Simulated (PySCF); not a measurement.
Isomers of C2H3BrF2. The calculation used PySCF 2.14.0, PBE0-D3(BJ)/def2-SVP geometry optimisation, gas phase. Energies are electronic, without zero-point or thermal terms, for one conformer each. No frequencies were run at this level. Point groups hold within 0.08 Å.

Question: Rank from lowest to highest electronic energy at this level (kcal/mol).
A. `[F:1][CH:2]([F:3])[CH2:4][Br:5]` with F1–C2–C4–Br5 176°
B. `[F:1][CH2:2][C@H:3]([F:4])[Br:5]` with F1–C2–C3–F4 -66°

Answer: A (0.0), B (9.9).

As drawn, the lower has two fluorines on one carbon, which the higher lacks.

```tsv
SMILES	E (Eh)	E rel (kcal/mol)	dipole (D)	point group	A, B, C (MHz)
FC(F)CBr	-2850.76060	0.0	1.41	C1	9042, 1390, 1251
FC[C@H](F)Br	-2850.74476	9.9	1.36	C1	7315, 1541, 1320
```

***

Isomers of C9H7Br. Method used: PySCF 2.14.0, PBE0-D3(BJ)/def2-SVP geometry optimisation, gas phase. One conformer each; no zero-point energy, no entropy. No frequencies were run at this level. Point groups hold within 0.08 Å.

**Question.** Order them by energy at this level, lowest first, and give relative energies in kJ/mol.
A. `BrC1=CC=CC12C=CC=C2`
B. `CC#CC1=CC=C(Br)C=C1`

**Answer.** B (0.0), A (52.5).

As drawn, the lower has an aromatic ring and a C≡C bond, which the higher lacks; the higher has a C=C bond outside aromatic rings and a quaternary carbon, which the lower lacks.

```tsv
SMILES	E (Eh)	E rel (kJ/mol)	dipole (D)	point group	A, B, C (MHz)
CC#Cc1ccc(Br)cc1	-2920.01635	0.0	2.26	near Cs	5482, 307.6, 291.8
BrC1=CC=CC12C=CC=C2	-2919.99635	52.5	1.17	Cs	1362, 938.5, 639.9
```
